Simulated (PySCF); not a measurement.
**Running PySCF for GeF**

File input.py (PySCF 2.14):

```python
from pyscf import gto, scf, mp

mol = gto.M(
    atom='Ge 0 0 0; F 0 0 1.775',
    basis='aug-cc-pvdz',
    charge=0,
    spin=1,
    verbose=4,
)
mf = scf.UHF(mol)
mf = mf.density_fit(auxbasis='def2-universal-jkfit')
mf.kernel()
mp.MP2(mf).kernel()
mf.dip_moment()
print('orbital energies (hartree):', [e[max(0, n-3):n+3].round(4) for e, n in zip(mf.mo_energy, mol.nelec)])
```

```bash
$ python input.py
```

It prints (some set-up lines and the per-cycle HOMO/LUMO lines with their warnings removed):

```
PySCF version 2.14.0

[INPUT] Symbol           X                Y                Z      unit          X                Y                Z       unit  Magmom
[INPUT]  1 Ge     0.000000000000   0.000000000000   0.000000000000 AA    0.000000000000   0.000000000000   0.000000000000 Bohr   0.0
[INPUT]  2 F      0.000000000000   0.000000000000   1.775000000000 AA    0.000000000000   0.000000000000   3.354263871103 Bohr   0.0

nuclear repulsion = 85.8608657718085
number of shells = 17
number of NR pGTOs = 121
number of NR cGTOs = 59
basis = aug-cc-pvdz
ecp = {}

******** <class 'pyscf.df.df_jk.DFUHF'> ********
method = DFUHF
initial guess = minao
damping factor = 0
level_shift factor = 0
DIIS = <class 'pyscf.scf.diis.CDIIS'>
SCF conv_tol = 1e-09
SCF max_cycles = 50
number electrons alpha = 21  beta = 20
******** <class 'pyscf.df.df.DF'> ********
auxbasis = def2-universal-jkfit
init E= -2173.90172163191

cycle= 1 E= -2174.72799602563  delta_E= -0.826  |g|= 0.358  |ddm|= 0.927
cycle= 2 E= -2174.76773997142  delta_E= -0.0397  |g|= 0.279  |ddm|= 0.448
cycle= 3 E= -2174.79412917241  delta_E= -0.0264  |g|= 0.0288  |ddm|= 0.149
cycle= 4 E= -2174.7956369718  delta_E= -0.00151  |g|= 0.0107  |ddm|= 0.072
cycle= 5 E= -2174.79591949437  delta_E= -0.000283  |g|= 0.00384  |ddm|= 0.0337
cycle= 6 E= -2174.79596214285  delta_E= -4.26e-05  |g|= 0.00155  |ddm|= 0.0135
cycle= 7 E= -2174.79597028851  delta_E= -8.15e-06  |g|= 0.00063  |ddm|= 0.00671
cycle= 8 E= -2174.7959717189  delta_E= -1.43e-06  |g|= 0.00024  |ddm|= 0.0029
cycle= 9 E= -2174.79597187144  delta_E= -1.53e-07  |g|= 7.69e-05  |ddm|= 0.000898
cycle= 10 E= -2174.79597188184  delta_E= -1.04e-08  |g|= 2.47e-05  |ddm|= 0.000212
cycle= 11 E= -2174.79597188282  delta_E= -9.78e-10  |g|= 1.11e-05  |ddm|= 5.21e-05
Extra cycle  E= -2174.79597188298  delta_E= -1.53e-10  |g|= 7.1e-06  |ddm|= 1.65e-05
converged SCF energy = -2174.79597188298  <S^2> = 0.76555841  2S+1 = 2.0154984

******** <class 'pyscf.mp.dfump2.DFUMP2'> ********
nocc = (np.int64(21), np.int64(20)), nmo = (59, 59)
E(DFUMP2) = -2175.09629718612  E_corr = -0.300325303145145
E(SCS-DFUMP2) = -2175.08509467684  E_corr = -0.289122793859711
E_corr(same-spin) = -0.0822318114397653
E_corr(oppo-spin) = -0.21809349170538
Dipole moment(X, Y, Z, Debye):  0.00000,  0.00000, -2.20034
orbital energies (hartree): [array([-0.6129, -0.5091, -0.2878, -0.0074,  0.0457,  0.071 ]), array([-0.6118, -0.6069, -0.4563,  0.0031,  0.0329,  0.0495])]
```

In short: E(SCF) = -2174.795972 Eh, 11 cycles, E(MP2) − E(SCF) = -0.30033 Eh, ⟨S²⟩ = 0.766, μz(SCF) = -2.20 D.

Wall time 1.4 s on one thread of a shared host.

The bond length is a typed value, not an optimised one. No search for the lowest solution was made.
